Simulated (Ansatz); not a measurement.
Basis-set extrapolation for CH$_{5}$BO$_{2}$Si, SMILES `B[SiH](O)C=O` (PBE0-D4/def2-TZVP geometry, frozen core, the Gaussian-basis code of Ansatz). Multiplicity 1, RHF reference.

```tsv
	def2-TZVPP	def2-QZVPP
HF	-504.216707	-504.235946
MP2 correlation	-0.838244	-0.902426
CCSD(T) correlation	-0.910975	not run
```

Energies in hartree. Use E(X) = E(∞) + A·exp(−7.88·√X) for Hartree–Fock and E(X) = E(∞) + B·X^(−2.97) for correlation, with X = 3 and 4, and add CCSD(T) minus MP2 of the smaller set to the MP2 limit.

What is the CCSD(T) energy at the basis-set limit?

HF limit: -504.235946 + (-0.019239) × 0.13774 = -504.23860. MP2 limit: -0.902426 + (-0.064182) × 0.74074 = -0.94997. Higher-order term: -0.910975 − (-0.838244) = -0.07273. Total: -505.26130 hartree, 350.8 kJ/mol below CCSD(T)/def2-TZVPP.
